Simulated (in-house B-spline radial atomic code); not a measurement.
## Ti5+: [Ne] 3s2 3p4 4f1 (an excited or competing configuration)

Computed with a B-spline radial code for spherical atoms: non-relativistic BHandHLYP, spin-polarised, spherical fractional occupations, exact exchange averaged over the configuration, point nucleus.

Effective charges: Z_r = [3n² - l(l+1)]/(2<r>) from the radius, Z_e = n√(-2ε) from the energy, and Slater's rules. Values are occupation-weighted means over spin.

```tsv
shell	electrons	ε (eV)	<r> (bohr)	Z_r	Z_e	Slater
1s	2	-5013.8	0.07014	21.39	19.20	21.70
2s	2	-655.65	0.3255	18.44	13.88	17.85
2p	6	-562.88	0.2893	17.28	12.86	17.85
3s	2	-152.69	0.9433	14.31	10.05	11.45
3p	4	-127.62	0.9718	12.86	9.19	11.45
4f	1	-30.308	2.749	6.55	5.97	6.00
```

The least bound orbital is 4f up at -30.31 eV, and it is also the most diffuse (<r> = 2.749 bohr).
